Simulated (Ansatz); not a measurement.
Ideal-gas functions of Br2F2Si, SMILES `F[Si](F)(Br)Br` at 800 K and 1 bar, from an Ansatz frequency run at PBE0-D4/def2-TZVP.

Molar mass 225.89 g/mol, point group C2v (symmetry number 2), electronic degeneracy 1, moments of inertia 217.052, 583.159, 678.061 u Å². Harmonic wavenumbers (cm⁻¹, unscaled): 114, 181, 233, 252, 268, 414, 555, 904, 986.

Use S(trans) = R[1.5 ln M + 2.5 ln T − 1.1517]; rotational temperatures θ = 24.2544 K / I; S(rot) = R[ln(√π/σ · √(T³/θAθBθC)) + 1.5]; for each mode x = 1.438777 ν̃/T, S = R[x/(eˣ − 1) − ln(1 − e⁻ˣ)] and H = RT x/(eˣ − 1); 1 cm⁻¹ = 0.0119627 kJ/mol; R = 8.31446 J/(mol·K).

Question: By hand: the entropy, in J/(mol·K).

Answer: Translation 197.0. Rotation: θ = 0.1117, 0.0416, 0.0358 K, giving 131.0. Vibration, mode by mode: 21.50, 17.68, 15.61, 14.97, 14.46, 10.96, 8.67, 5.13, 4.56, in all 113.5. Electronic 0.0. Sum 441.5 J/(mol·K).

Question: By hand: H − E and G − E in kJ/mol, counted from the electronic energy.

Answer: Zero-point energy ½ × 3907 × 0.0119627 = 23.4; thermal vibration 40.8; translation, rotation and pV give 4 RT = 26.6. H − E = 90.8 kJ/mol, and G − E = 90.8 − 800 × 441.5/1000 = -262.4 kJ/mol.

Vibration gives 26 % of the entropy, 21.5 J/(mol·K) of it from the mode under 150 cm⁻¹: soft modes count most, and the harmonic formula is weakest for them.
